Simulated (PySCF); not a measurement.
# Electronic structure of Cr (chromium, neutral) at the UHF level

Configuration: [Ar] 3d4 4s1 4p1, one real determinant (an excited configuration). Computed with PySCF 2.14 in dyall-av2z (16s12p7d2f, 101 functions), with the non-relativistic Hamiltonian (point nucleus).

* Total energy: -1043.269504 hartree
* One-electron energy: -1434.2463 hartree
* Hartree (Coulomb) energy: 438.5701 hartree
* Exchange energy: -47.5933 hartree
* Kinetic energy: 1043.25857 hartree
* ⟨S²⟩: 12.0014
* ⟨L²⟩: 7.954
* Sum of ⟨r⟩: 22.19 bohr
* Sum of ⟨r²⟩: 49.30 bohr²
* Traceless quadrupole moment −½Σ⟨3z² − r²⟩ along its main axis: -9.35 e·bohr²
* Density at the nucleus (Gaussians lack the cusp): 9200 bohr⁻³
* Spin density at the nucleus: 2.20 bohr⁻³
* Langevin diamagnetic susceptibility: -39.0 ×10⁻⁶ cm³/mol

```json
{"shell": "1s α", "electrons": "1", "mean orbital energy (eV)": "-6003.6", "spread (eV)": "0", "rms radius, mean of both spins (bohr)": "0.0743"}
{"shell": "1s β", "electrons": "1", "mean orbital energy (eV)": "-6003.5", "spread (eV)": "0", "rms radius, mean of both spins (bohr)": "0.0743"}
{"shell": "2s α", "electrons": "1", "mean orbital energy (eV)": "-721.66", "spread (eV)": "0", "rms radius, mean of both spins (bohr)": "0.319"}
{"shell": "2s β", "electrons": "1", "mean orbital energy (eV)": "-719.03", "spread (eV)": "0", "rms radius, mean of both spins (bohr)": "0.319"}
{"shell": "2p α", "electrons": "3", "mean orbital energy (eV)": "-610.78", "spread (eV)": "0.123", "rms radius, mean of both spins (bohr)": "0.288"}
{"shell": "2p β", "electrons": "3", "mean orbital energy (eV)": "-608.26", "spread (eV)": "0.723", "rms radius, mean of both spins (bohr)": "0.288"}
{"shell": "3s α", "electrons": "1", "mean orbital energy (eV)": "-100.33", "spread (eV)": "0", "rms radius, mean of both spins (bohr)": "0.972"}
{"shell": "3s β", "electrons": "1", "mean orbital energy (eV)": "-91.734", "spread (eV)": "0", "rms radius, mean of both spins (bohr)": "0.972"}
{"shell": "3p α", "electrons": "3", "mean orbital energy (eV)": "-67.241", "spread (eV)": "1.392", "rms radius, mean of both spins (bohr)": "1.05"}
{"shell": "3p β", "electrons": "3", "mean orbital energy (eV)": "-56.957", "spread (eV)": "1.689", "rms radius, mean of both spins (bohr)": "1.05"}
{"shell": "3d α", "electrons": "4", "mean orbital energy (eV)": "-16.503", "spread (eV)": "1.047", "rms radius, mean of both spins (bohr)": "1.39"}
{"shell": "4s α", "electrons": "1", "mean orbital energy (eV)": "-9.164", "spread (eV)": "0", "rms radius, mean of both spins (bohr)": "3.50"}
{"shell": "4p α", "electrons": "1", "mean orbital energy (eV)": "-5.093", "spread (eV)": "0", "rms radius, mean of both spins (bohr)": "4.49"}
```

⟨L²⟩ = 7.95 against 12 for a pure F term, so this real determinant mixes terms.

Spin-orbit constants ζ (cm⁻¹) from the X2C one-electron operator on these orbitals (non-relativistic here): bare nucleus, nucleus screened by l(l+1)(2l+1)/3 electrons, and screened by the Breit-Pauli mean field of the electrons.

| shell | bare | screened nucleus | mean field |
| --- | --- | --- | --- |
| 2p | 47670 | 43700 | 41840 |
| 3p | 5486 | 5029 | 4778 |
| 3d | 465.8 | 271.7 | 239.1 |
| 4p | 212.3 | 194.6 | 183.0 |

To first order the Landé constant is A = 36.74 cm⁻¹, so the lowest level has J = 0 and lies 0.0547 eV below the centre of the term. This holds in LS coupling only.
